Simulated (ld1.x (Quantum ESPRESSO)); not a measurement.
technetium (Tc): excitation energies, all-electron against TM

```json
{"Element": "Tc", "Generator": "ld1.x (Quantum ESPRESSO) 7.5", "Type": "norm-conserving Troullier–Martins (Kleinman–Bylander form)", "Functional": "PBEsol", "Relativity": "scalar-relativistic", "Frozen core": "[Kr]", "Valence charge": "7", "Reference configuration": "4d5 5s0 5p0 (charge +2)", "Partial waves": "5p (bound, empty): rc 3.15 bohr; 4d (bound): rc 2.30 bohr; 5s (bound, empty): rc 2.00 bohr", "Local potential": "the s channel", "Core correction": "a·sin(br)/r model core, default radius (core density twice the valence density)"}
```

Energies are relative to the spin-unpolarised reference configuration 4d5 5s0 5p0; without spin polarisation the order of configurations can differ from experiment.

| valence configuration | charge | ΔE all-electron (eV) | error AE − PS (meV) |
| --- | --- | --- | --- |
| 4d5 5s1 5p0 | +1 | -14.840 | -1.9 |
| 4d4 5s0 5p0 | +3 | 28.690 | -206 |
| 4d5.5 5s1.5 5p0 | 0 | -23.657 | -10 |
| 4d3 5s0 5p0 | +4 | 70.700 | -935 |
| 4d6 5s1 5p0 | 0 | -23.952 | -70 |
| 4d5 5s1 5p1 | 0 | -19.234 | -2.7 |

**Question.** What are ΔE and the potential's error for 4d5 5s2 5p0?

**Answer.** ΔE = -23.036 eV all-electron; the error (AE − PS) is +2.7 meV.

Levels in the configuration 4d5 5s1 5p1:

```json
{"level": "4d", "all-electron (eV)": "-8.038", "pseudo (eV)": "-8.090"}
{"level": "5s", "all-electron (eV)": "-6.001", "pseudo (eV)": "-6.004"}
{"level": "5p", "all-electron (eV)": "-2.102", "pseudo (eV)": "-2.102"}
```
